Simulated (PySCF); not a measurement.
## Fractional electron number in Sc (scandium, neutral)

The 4s beta orbital of [Ar] 3d1 4s2 is emptied in steps (occupation f), with all orbitals relaxed, ending at [Ar] 3d1 4s1. All numbers are calculated (PySCF 2.14, no relativity, point nucleus, in aug-cc-pVTZ). The exact energy is a straight line in f; departures are measured from the line between the end points of the same method.

| f | BHandHLYP (eV) |
| --- | --- |
| 1 | 0.000 |
| 0.75 | -0.246 |
| 0.5 | -0.335 |
| 0.25 | -0.256 |
| 0 | 0.000 |

Q: For BHandHLYP, how does the orbital energy at f = 1 compare with the removal energy?

A: −ε = 5.045 eV against a total-energy difference of 6.334 eV. By Janak's theorem ε = ∂E/∂f, so the gap between them reflects the curvature. Along the path −ε is 5.659 (f = 0.75), 6.306 (f = 0.5), 6.999 (f = 0.25) eV.

Reference removal energy between the ground levels: 6.561 eV (measured; NIST Atomic Spectra Database, ionization energies). The calculation has no spin-orbit coupling.
